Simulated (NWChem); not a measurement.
# ZnH$_{2}$SeS; SMILES [SH][Zn][SeH]

```xyz
5

Zn    -0.0106     0.5244    -0.0170
S     -0.0050     2.7034    -0.0420
H     -0.1029     2.7797     1.3053
Se    -0.0277    -1.7639    -0.0061
H      1.4427    -1.7934     0.0813
```
Atoms are numbered in this order, from 1.

Computed with NWChem. Coordinates come from a PBE0/def2-SVP optimisation.

Task: Estimate the computed values for TPSS/3-21G. Quantities: highest occupied level (eV); orbital gap (eV); dipole (D).

Result: 
```
Quantity                     Result
---------------------------  ------
highest occupied level (eV)   -6.10
orbital gap (eV)               4.45
dipole (D)                     1.43
```
